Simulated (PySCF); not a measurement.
A structure optimised at ωB97X-D3(BJ)/def2-SVP, used in a PySCF frequency run:

```
C
F 1 1.3476
F 1 1.3476 2 107.22
F 1 1.3476 2 107.22 3 -114.86
Si 1 1.9295 2 111.64 3 122.57
H 5 1.4853 1 107.59 2 -180.00
H 5 1.4853 6 111.29 1 117.63
H 5 1.4853 6 111.29 7 124.75
```

Write its SMILES, formula and point group.

FC(F)(F)[SiH3], CH3F3Si, C3v

What are its rotational constants (standard atomic weights)?

5.2928, 2.9285, 2.9285 GHz
